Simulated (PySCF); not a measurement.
Species: cyanuric acid, C3H3N3O3.
Cartesian coordinates in Å at the PBE0-D3(BJ)/def2-SVP level; atoms count from 1:
```
atom  x, y, z in Å
O1    -0.527    2.558   -0.208
C2    -0.217    1.397   -0.198
N3     1.095    0.956   -0.184
C4     1.534   -0.357   -0.174
O5     2.694   -0.670   -0.164
N6     0.496   -1.273   -0.175
C7    -0.860   -0.996   -0.188
O8    -1.711   -1.845   -0.188
N9    -1.135    0.361   -0.201
H10    1.814    1.673   -0.186
H11    0.757   -2.253   -0.164
H12   -2.114    0.624   -0.209
```

Computed, not measured: PySCF, TDDFT B3LYP/def2-SVPD, vertical, gas phase, core orbitals frozen in the response.

Transition dipole moments from the ground state, in atomic units and in the frame of the coordinates above (overall signs are arbitrary), for the states with f of 0.002 or more among the lowest 9:

```
state  E (eV)      μx     μy      μz
   S6   7.166  -0.126  0.136  -0.003
   S7   7.167  -0.123  0.015  -0.002
   S8   7.167   0.008  0.105  -0.001
   S9   7.168   0.133  0.139   0.001
```

(1) Work out the oscillator strengths.

(2) All atoms lie in one plane. Which transitions are polarised in it and which across it?

(3) How is the summed strength of these states shared among x, y and z?

(4) What peak molar absorption coefficient would the strongest computed level give as a lone Gaussian band 0.4 eV wide at half height?

## Answers

(1) f = (2/3) ΔE |μ|² with ΔE in hartree (27.2114 eV).

| state | \|μ\|² (au) | \|μ\| (D) | f |
| --- | --- | --- | --- |
| S6 | 0.034 | 0.47 | 0.006 |
| S7 | 0.015 | 0.32 | 0.003 |
| S8 | 0.011 | 0.27 | 0.002 |
| S9 | 0.037 | 0.49 | 0.006 |

(2) In the plane: S6, S7, S8 and S9. No state is polarised perpendicular to it. 

(3) (2/3) Σ ΔE μα² gives 0.009 for x, 0.009 for y and 0.000 for z, 0.017 in all.

(4) ε(max) = 2.175×10⁸ f / FWHM, with the width in cm⁻¹. S6/S7/S8 (f summed): 2.175×10⁸ × 0.0107 / 3226 ≈ 720 L mol⁻¹ cm⁻¹.

S6/S7/S8 coincide within about 0.01 eV; within a degenerate level the directions of the single components are arbitrary.

All these states lie below the vertical ionisation energy of 10.48 eV (ΔSCF).
